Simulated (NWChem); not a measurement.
System: SiNH$_{4}$Cl; SMILES N[SiH2]Cl

Input file for NWChem:

```
start job
memory heap 200 mb stack 900 mb global 1100 mb
geometry units angstroms noautoz
  Si     0.573183    -0.501757     0.045112
  N     -0.611084    -1.741851     0.139484
  Cl    -0.145806     1.425401    -0.382783
  H      1.500642    -0.836478    -1.056613
  H      1.234899    -0.398528     1.363255
  H     -1.245458    -1.776694     0.929251
  H     -1.066280    -2.072123    -0.703767
end
basis spherical
  Si library def2-svp
  N library def2-svp
  Cl library def2-svp
  H library def2-svp
end
dft
  xc bhlyp
  iterations 150
end
tddft
  nroots 8
  notriplet
end
task tddft energy
```

All runs use the structure optimised with B3LYP/6-31G* (spherical d).

Vertical excitations in the gas phase.

Predict the main results of this run. (BHandHLYP/def2-SVP, full TDDFT.) Quantities: lowest excitation, singlet (eV); oscillator strength of that lowest state; lowest state with f > 0.02, singlet (eV); oscillator strength of that bright state; orbital gap (eV).


```json
{
 "lowest excitation, singlet (eV)": "7.63",
 "oscillator_strength_of_that_lowest_state": "0.033",
 "lowest state with f > 0.02, singlet (eV)": "7.63",
 "oscillator_strength_of_that_bright_state": "0.033",
 "orbital gap (eV)": "11.03"
}
```
